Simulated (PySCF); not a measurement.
**Palladium: a sound run and one with changed settings**

Sound run: Pd²⁺ [Kr] 4d8, Pd³⁺ [Kr] 4d7. Calculation: PySCF 2.14, in def2-TZVP with the def2 core potential (28 electrons) (6s4p3d1f, 40 functions); a scalar-relativistic core potential. The sound run starts from symmetry-adapted Hartree-Fock orbitals and uses a fine grid where one is needed.

A second run was set up differently.

```
species  method  sound run (hartree)  changed run (hartree)  converged
   Pd²⁺     UHF           -126.15866             -126.15866        yes
   Pd²⁺  M06-2X           -126.75452             -126.73857        yes
   Pd²⁺    TPSS           -126.79830             -126.84078        yes
   Pd³⁺     UHF           -125.01243             -125.01243        yes
   Pd³⁺  M06-2X           -125.53712             -125.54001        yes
   Pd³⁺    TPSS           -125.59405             -125.62442        yes
```

Ionisation energy of Pd²⁺:

```csv
method,sound run (eV),changed run (eV)
UHF,31.191,31.191
M06-2X,33.127,32.615
TPSS,32.769,33.099
```

Problem. What was changed?
A. a valence shell is frozen
B. basis contracted for another Hamiltonian
C. angular grid far too coarse
D. all electrons correlated in a valence basis

Solution. C. It used 26 angular points. A coarse angular grid integrates products of high-l functions wrongly, so density functionals can shift, and the SCF can exploit the error; Hartree-Fock and MP2 need no grid.
